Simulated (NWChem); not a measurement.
# C$_{3}$H$_{3}$ClF$_{2}$; SMILES F[C@@H]1[C@H](F)[C@H]1Cl

All runs: NWChem. Pople sets run with spherical d functions. Geometry: optimised at B3LYP/6-31G* (spherical d). Level: B3LYP/6-31G* with SMD (1 M gas to 1 M solution), gas-phase geometry.

For solvent water:

```
Property                                     Result
-------------------------------------------  ------
solvation free energy (kcal/mol)               -1.8
cavity-dispersion-structure term (kcal/mol)     3.2
dipole in solution (D)                         1.34
```

**Question.** Estimate the same quantities for solvent toluene.

**Answer.** The solvation free energy (kcal/mol) is -4.5. The cavity-dispersion-structure term (kcal/mol) comes out as -1.7 and the dipole in solution (D) comes out as 1.21.
